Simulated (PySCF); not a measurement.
# Computed records: Al$_{2}$FH$_{2}$O, Al$_{2}$H$_{2}$O, Al$_{2}$FO

All values are calculated (PySCF 2.14.0). Calculation on a computer-drawn molecule: the log of a Hartree-Fock and frozen-core CCSD(T) single point meant for a local Hartree-Fock minimum, with one planted fault or none, to be diagnosed. Offsets are logged minus clean, where the clean run is the same molecule without the fault. The reference is restricted for singlets and unrestricted otherwise, and also for a bond in bohr or an excited solution. Adding or removing an electron swaps singlet and doublet. The excited solution moves the top pair (singlet) or top alpha electron (doublet) to the lowest empty orbital. Highest occupied and lowest empty are orbital energies over both spins, largest force is the largest gradient component, triples share is (T) over the correlation energy, the T1 limit is 0.02 restricted and 0.045 unrestricted, electrons count all cores, a negative frequency is imaginary (commonest isotopes), and the dipole is about the centre of nuclear charge.

Common to all runs: logged SCF converged yes; logged SCF stable within its kind yes; possible faults no fault, one electron removed, one electron added, multiplicity raised by two, geometry at a saddle point, SCF held on an excited solution, minimal basis STO-3G, one bond length entered in bohr, all coordinates scaled.

```yaml
- entry: 1
  formula: Al2FH2O
  logged_structure:
    atoms_angstrom:
      - [O, 1.9059, -2.9457, 1.1038]
      - [Al, 0.7302, -1.8632, 1.1739]
      - [Al, -1.2722, -0.0014, 1.362]
      - [F, -1.8957, 0.1428, -0.2024]
      - [H, -0.579, 1.3652, 1.8546]
      - [H, -2.3607, -0.6045, 2.383]
  given:
    meant_charge: -1
    meant_multiplicity: 1
    meant_basis: "aug-cc-pV(D+d)Z"
    logged_electrons: 45
    logged_basis_functions: 128
    logged_spin_squared: 0.7564
    "logged_highest_occupied [eV]": -10.67
    "logged_lowest_empty [eV]": -1.5151
    "logged_largest_force [hartree/bohr]": 0.070361
    logged_T1_diagnostic: 0.016121
    logged_D1_diagnostic: 0.038019
    logged_triples_share: 0.023261
    logged_CC_converged: "yes"
    "logged_dipole_magnitude [debye]": 5.5135
    "logged_energy_HF [hartree]": -659.3599
    "logged_energy_CCSD(T) [hartree]": -659.89204
    drawn_bonds_atom: [1, 2, 3, 3, 3]
    drawn_bonds_other_atom: [2, 3, 4, 5, 6]
    drawn_bonds_order: [2, 1, 1, 1, 1]
  results:
    planted_fault: "one electron removed"
    "HF_energy_offset_from_clean_run [kcal/mol]": 65.98
    "CCSD(T)_energy_offset_from_clean_run [kcal/mol]": 113.1
- entry: 2
  formula: Al2H2O
  logged_structure:
    atoms_angstrom:
      - [O, 2.5449, 0.3438, -2.1321]
      - [Al, 1.4548, 1.0535, -1.5366]
      - [Al, -0.3492, 2.2281, -0.5508]
      - [H, -0.1472, 2.8697, 0.7096]
      - [H, -1.6012, 2.2705, -1.2375]
  given:
    meant_charge: 0
    meant_multiplicity: 1
    meant_basis: "cc-pV(D+d)Z"
    logged_electrons: 36
    logged_basis_functions: 70
    logged_spin_squared: 0.0
    "logged_highest_occupied [eV]": -10.972
    "logged_lowest_empty [eV]": -0.58933
    "logged_largest_force [hartree/bohr]": 0.16569
    logged_T1_diagnostic: 0.028052
    logged_D1_diagnostic: 0.070481
    logged_triples_share: 0.031303
    logged_CC_converged: "yes"
    "logged_dipole_magnitude [debye]": 6.0454
    "logged_energy_HF [hartree]": -559.78356
    "logged_energy_CCSD(T) [hartree]": -560.12628
    drawn_bonds_atom: [1, 2, 3, 3]
    drawn_bonds_other_atom: [2, 3, 4, 5]
    drawn_bonds_order: [2, 1, 1, 1]
  results:
    planted_fault: "all coordinates scaled, by -9.2 %"
    "HF_energy_offset_from_clean_run [kcal/mol]": 31.36
    "CCSD(T)_energy_offset_from_clean_run [kcal/mol]": 38.23
  notes: ["T1 above single-reference limit"]
- entry: 3
  formula: Al2FO
  logged_structure:
    atoms_angstrom:
      - [O, -0.014, 1.8573, -4.7134]
      - [Al, -0.0199, 0.7284, -3.6145]
      - [Al, -0.7691, -3.0042, -0.3387]
      - [F, 0.5357, -3.336, 0.6237]
  given:
    meant_charge: 0
    meant_multiplicity: 2
    meant_basis: "cc-pV(D+d)Z"
    logged_electrons: 43
    logged_basis_functions: 74
    logged_spin_squared: 0.9476
    "logged_highest_occupied [eV]": -8.9955
    "logged_lowest_empty [eV]": -0.070658
    "logged_largest_force [hartree/bohr]": 0.082552
    logged_CC_converged: "no"
    "logged_dipole_magnitude [debye]": 1.5776
    "logged_energy_HF [hartree]": -658.17327
    drawn_bonds_atom: [1, 2, 3]
    drawn_bonds_other_atom: [2, 3, 4]
    drawn_bonds_order: [2, 1, 1]
  results:
    planted_fault: "one bond length entered in bohr, row 2 of the drawn bonds"
    "HF_energy_offset_from_clean_run [kcal/mol]": 3.508
  notes: ["CCSD not converged"]
- entry: 4
  formula: Al2FO
  logged_structure:
    atoms_angstrom:
      - [O, -0.014, 1.8573, -4.7134]
      - [Al, -0.0199, 0.7284, -3.6145]
      - [Al, -0.4163, -1.2468, -1.881]
      - [F, 0.8884, -1.5786, -0.9186]
  given:
    meant_charge: 0
    meant_multiplicity: 2
    meant_basis: "cc-pV(D+d)Z"
    logged_electrons: 43
    logged_basis_functions: 74
    logged_spin_squared: 0.7809
    "logged_highest_occupied [eV]": -9.211
    "logged_lowest_empty [eV]": -0.6372
    "logged_largest_force [hartree/bohr]": 7.0525e-06
    "logged_lowest_frequency [cm^-1]": 92.157
    logged_T1_diagnostic: 0.0346
    logged_D1_diagnostic: 0.09861
    logged_triples_share: 0.033907
    logged_CC_converged: "yes"
    "logged_dipole_magnitude [debye]": 6.2711
    "logged_energy_HF [hartree]": -658.17886
    "logged_energy_CCSD(T) [hartree]": -658.6864
    drawn_bonds_atom: [1, 2, 3]
    drawn_bonds_other_atom: [2, 3, 4]
    drawn_bonds_order: [2, 1, 1]
  results:
    planted_fault: null
```

## Withheld values
1. Which fault was planted in the run of Al$_{2}$FO (entry 4)?

Calculated values
1. no fault

Further results for Al$_{2}$FO (entry 4):

- HF energy offset from clean run: 0 kcal/mol
- CCSD(T) energy offset from clean run: 0 kcal/mol
